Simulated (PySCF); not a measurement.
## A small calculation by hand: chemical shift, span and skew from a shielding tensor

C2H3BClNO2, SMILES N(B(OC)Cl)=C=O. Atoms are numbered in the order given.

```xyz
10

B      0.1414     0.5145     0.0000
Cl     1.9120     0.5947     0.0000
N     -0.5196    -0.7551     0.0000
C     -0.4597    -1.9621     0.0000
O     -0.4917    -3.1302     0.0000
O     -0.5317     1.6733     0.0000
C     -1.9468     1.7674     0.0000
H     -2.2629     2.3261     0.8935
H     -2.2629     2.3261    -0.8935
H     -2.4220     0.7743     0.0000
```

The structure is a stationary point at r2SCAN-D4/def2-SVP. This is a generated structure with no PubChem entry under its InChIKey; it may be hypothetical. The values are those of a single conformer.

GIAO shieldings from PBE/pcSseg-1 run with PySCF, non-relativistic, no solvent. The symmetric part of the tensor of N3 has the principal values 117.5, 147.9, 296.8 ppm. The same nucleus in NH3 has σ = 267.0 ppm at this level (PySCF, at its B3LYP-D3(BJ)/def2-TZVP geometry). Without spin–orbit terms, shifts of atoms bonded to Cl or Br come out too high.

Problem. Work out the isotropic shielding, the ¹⁵N shift against NH3, the span and the skew.

Solution. 
σ(iso) = (σ11 + σ22 + σ33)/3 = 187.4 ppm. δ = σ(ref) − σ(iso) = 267.0 − (187.4) = 79.6 ppm.
Span Ω = σ33 − σ11 = 179.3 ppm. Skew κ = 3(σ(iso) − σ22)/Ω = 0.66. Tumbling in solution averages the tensor to δ; in a static solid the shielding alone would spread this spin-1/2 line over Ω.
